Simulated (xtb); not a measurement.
Species: [Zr(Cl)4] (charge 0, multiplicity 1).

### Question
Give a relaxed geometry from xtb with GFN2-xTB.

### Answer
the end point of this relaxation.
Z-matrix (Å, degrees):
```
Zr
Cl 1 2.2508
Cl 1 2.2510 2 109.48
Cl 1 2.2513 2 109.48 3 120.01
Cl 1 2.2516 2 109.47 3 -120.00
```
